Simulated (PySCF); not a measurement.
Compound: C₅H₅Cl₃.
Bonds: C1–C2, C2–C3 (triple), C3–C4, C4–C5, C5–Cl6, C5–Cl7, C5–Cl8. Hydrogens: H9, H10, H11 on C1; H12, H13 on C4.

Computed geometry: GFN2-xTB, gas phase.

(1) What internal coordinates does the optimisation give?

Answers

(1) 
```csv
bond,length (Å)
C1–C2,1.444
C2≡C3,1.198
C3–C4,1.452
C4–C5,1.522
"C5–Cl6, C5–Cl7, C5–Cl8",1.779
"C1–H9, C1–H10, C1–H11",1.089
"C4–H12, C4–H13",1.094
```

Bonds in one row agree within 0.01 Å and their mean is given. A selection of angles:
```csv
angle,degrees
C2–C1–H9,110.0
H9–C1–H10,109.1
C1–C2–C3,179.2
C2–C3–C4,178.3
C3–C4–C5,110.6
C3–C4–H12,110.0
C5–C4–H12,108.7
H12–C4–H13,108.8
C4–C5–Cl6,110.2
C4–C5–Cl7,110.6
Cl6–C5–Cl7,108.5
Cl7–C5–Cl8,108.4
```

Torsions: C3–C4–C5–Cl6 180° (antiperiplanar). The mirror-image conformer, all signs reversed, is as good.

All 3 C–Cl bonds measure 1.777 to 1.781 Å. The 4 C–C bonds span 1.198 Å (C2≡C3, drawn triple) to 1.522 Å (C4–C5, drawn single), a spread of 0.324 Å.

No frequency check.
